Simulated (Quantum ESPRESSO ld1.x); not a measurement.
Nd4+, 56 electrons, occupied as [Xe] 5f2 (not the ground configuration).

Method: non-relativistic Kohn-Sham, LDA (Slater exchange, Perdew-Zunger correlation), spin-polarised, spherical densities, point nucleus; open shells are filled with parallel spins first; relativity is left out, which matters for an element this heavy; computed with ld1.x of Quantum ESPRESSO 7.5.

Energy parts (eV):
part                      energy
total                 -252349.15
kinetic                252239.07
electron-nucleus      -593947.91
Hartree                 94933.21
exchange-correlation    -5573.51

Orbitals (lengths in bohr, moments of r in powers of bohr):
orbital,occ.,eigenvalue (eV),<r^2>
1s up,1,-41161.6,0.0008569
1s down,1,-41161.6,0.0008569
2s up,1,-6522.79,0.01374
2s down,1,-6522.79,0.01374
2p up,3,-6188.39,0.01024
2p down,3,-6188.40,0.01024
3s up,1,-1480.91,0.09059
3s down,1,-1480.83,0.09058
3p up,3,-1334.61,0.08533
3p down,3,-1334.53,0.08532
3d up,5,-1061.04,0.06923
3d down,5,-1060.99,0.06922
4s up,1,-353.915,0.4488
4s down,1,-353.825,0.4489
4p up,3,-297.949,0.4737
4p down,3,-297.862,0.4738
4d up,5,-198.724,0.5363
4d down,5,-198.641,0.5364
4f up,0,-79.4710,0.7445
4f down,0,-79.3642,0.7422
5s up,1,-92.4881,2.165
5s down,1,-92.1602,2.148
5p up,3,-74.8075,2.538
5p down,3,-74.3656,2.508
5f up,2,-22.2730,9.620
5f down,0,-20.8581,9.676
6s up,0,-34.9181,9.222
6s down,0,-33.3799,9.225

The highest occupied level is 5f up at -22.273 eV. The configuration is held as typed, so some empty levels lie below it. Summed over all electrons, <r^2> = 49.27 bohr^2, which gives a Langevin (diamagnetic) susceptibility term of -39 x 10^-6 cm^3/mol. Spin moment in Bohr magnetons: 2.
